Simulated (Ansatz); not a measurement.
Start from `N[SiH2][S][GeH2][NH2]` and change one atom or group to get `N[SiH2][S][GeH3]`.

Ansatz, PBE0-D4/def2-TZVP geometries, multiplicity 1. Each molecule was computed in one conformer, which needn't be the lowest.

Scalar relativity is left out up to krypton.

```
                                          property  `N[SiH2][S][GeH2][NH2]`
               HOMO–LUMO gap (PBE/def2-TZVPP) / eV                     5.04
                HOMO energy (PBE0/def2-TZVPP) / eV                    -7.13
           HOMO–LUMO gap (ωB97M-V/def2-TZVPP) / eV                    10.86
                 LUMO energy (PBE/def2-TZVPP) / eV                    -0.84
size of the dipole moment (ωB97M-V/def2-TZVPP) / D                     2.23
             LUMO energy (ωB97M-V/def2-TZVPP) / eV                     1.55
```

(1) What does the change do to each property? (Best estimate.)

## Answers

(1) Computed: 
```tsv
property	`N[SiH2][S][GeH3]`	shift
HOMO–LUMO gap (PBE/def2-TZVPP) / eV	4.95	-0.09
HOMO energy (PBE0/def2-TZVPP) / eV	-7.11	0.02
HOMO–LUMO gap (ωB97M-V/def2-TZVPP) / eV	10.89	0.03
LUMO energy (PBE/def2-TZVPP) / eV	-0.95	-0.11
size of the dipole moment (ωB97M-V/def2-TZVPP) / D	0.66	-1.57
LUMO energy (ωB97M-V/def2-TZVPP) / eV	1.62	0.07
```

Dipoles are sizes alone; their direction can turn.
